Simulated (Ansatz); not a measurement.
A single point on `S[SiH](Cl)Cl`.

```yaml
crystal:
  periodic: [false, false, false]
  atoms:
    - {symbol: S, position_ang: [-1.479186, 0.743931, -0.447417]}
    - {symbol: Si, position_ang: [0.298937, -0.115502, 0.304712]}
    - {symbol: Cl, position_ang: [-0.078906, -0.550327, 2.257187]}
    - {symbol: Cl, position_ang: [0.810149, -1.815949, -0.703622]}
    - {symbol: H, position_ang: [-0.968899, 0.884923, -1.684832]}
    - {symbol: H, position_ang: [1.460005, 0.788925, 0.227772]}
basis:
  gaussian: {orbitals: def2-QZVPP}
correlation: {method: mp2}
```

```sh
$ ansatz run in.yaml --threads 2 --pin off --events-out ev --progress --plain
```

It prints (some lines left out):

```
Functional definition: HF
2004 factors; integrals over basis functions are off by at most 8.8e-4 eV
mean field evaluation 1: about -43723.3979 eV, gradient 1.9e1 eV
mean field evaluation 2: about -43723.5718 eV, gradient 2.0e1 eV
mean field evaluation 4: about -43724.9426 eV, gradient 2.7e0 eV
mean field evaluation 8: about -43724.9819 eV, gradient 2.2e-1 eV
mean field evaluation 16: about -43724.9822 eV, gradient 1.8e-6 eV
mean field -43724.98222882 eV, -1606.8634590516 hartree, gradient 1.8e-6 eV, S^2 0.000000; 0 other end points of the search recorded, 0 dependent functions left out
20 core orbitals not correlated: weight in the atoms' cores, before any rotation towards them, 1.000 or more for the frozen orbitals, at most 0.000 for the correlated occupied ones
reference -43724.98222882 eV, -1606.8634590516 hartree; 13, 13 occupied and 307, 307 virtual orbitals, 2004 factors
second order -20.09396574 eV of doubles, -0.00000000 eV of singles
Total energy: -43745.07619455 eV, -1607.6018986722 hartree
```

Hardware: 2 threads of a server CPU on a shared host. Wall time 12 s, peak host memory 1.3 GiB.
